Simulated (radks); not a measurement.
Results of a calculation; reference values are marked as such.
Problem. Valence configurations of Sn+ (all share [Kr]). Level of theory: non-relativistic Kohn-Sham, LDA (Slater exchange, Perdew-Wang correlation), spin-polarised, spherical densities, point nucleus; open shells are filled with parallel spins first (spin-orbit coupling, left out, can overturn this in heavy ions); relativity is left out, which matters for an element this heavy (a radial shooting solver on a logarithmic mesh with Libxc functionals). Order these by energy: 4d9.5 5s2 5p1.5; 4d10 5p3; 4d10 5s1 5p2; 4d9 5s2 5p2; 4d8 5p5; 4d8 5s2 5p3; 4d10 5s1.5 5p1.5; 4d9 5s1 5p3; 4d9.5 5s0.5 5p3; 4d10 5s2 5p1.

Solution. From the lowest, in eV above it: 4d10 5s2 5p1 0.000; 4d10 5s1.5 5p1.5 2.890; 4d10 5s1 5p2 5.447; 4d10 5p3 12.405; 4d9.5 5s2 5p1.5 12.697; 4d9.5 5s0.5 5p3 21.716; 4d9 5s2 5p2 26.379; 4d9 5s1 5p3 31.690; 4d8 5s2 5p3 56.695; 4d8 5p5 74.316. NIST lists [Kr] 4d10 5s2 5p1 as the ground configuration; this level of theory agrees among the configurations tried. The energies are those of spherical high-spin densities, not of single terms. Relativity is left out, which favours d and f over s occupation in heavy atoms.
